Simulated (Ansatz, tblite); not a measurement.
Forces on the cluster Si₄N₄O₂ at its PBE0-D4/def2-SVP geometry. The state is a singlet with charge 0.

The xTB rows come from tblite. The restricted singlet is unstable towards broken spin symmetry in Hartree–Fock (as tested in another run); at PBE-D4/def2-TZVP this wasn't settled. Another isomer (singlet) lies 4.73 eV lower at PBE0-D4/def2-TZVP; other spin states weren't run for this one.

GFN1-xTB (tblite), largest force 3.06 eV/Å:

```xyz
10
positions Å, forces eV/Å
Si    2.653    1.478    3.087    1.710    1.117    2.277
Si   -0.694   -0.658   -1.227   -0.193    0.206    0.239
Si   -2.281   -2.019   -3.683   -0.866   -0.690   -1.246
Si    0.207    0.871    1.297   -1.782    0.819    0.554
N    -3.088   -2.670   -4.858    0.402    0.319    0.575
N     1.772    0.907    1.920   -0.160   -0.718   -1.122
N    -1.412   -1.333   -2.438   -0.662   -0.696   -1.240
N     0.238   -0.088   -0.103    1.457    0.443    1.110
O    -1.032    1.566    1.864    0.775   -0.382   -0.280
O     3.638    1.946    4.141   -0.682   -0.417   -0.867
```

GFN2-xTB (tblite), largest force 3.87 eV/Å:

```
Si 2.373 1.285 2.769
Si 0.029 0.333 0.489
Si -0.959 -0.774 -1.393
Si -2.084 0.924 0.583
N 0.405 0.323 0.580
N -0.300 -0.857 -1.376
N -1.155 -0.992 -1.831
N 1.816 0.731 1.653
O 0.867 -0.515 -0.434
O -0.991 -0.457 -1.040
```

PBE-D4/def2-TZVP (Ansatz), largest force 0.63 eV/Å:

```
Si -0.191 0.055 0.011
Si -0.154 0.143 0.162
Si 0.289 0.265 0.469
Si 0.011 -0.046 -0.069
N -0.314 -0.263 -0.473
N -0.043 -0.225 -0.348
N -0.129 -0.234 -0.387
N 0.422 0.066 0.239
O -0.213 0.125 0.109
O 0.324 0.114 0.288
```
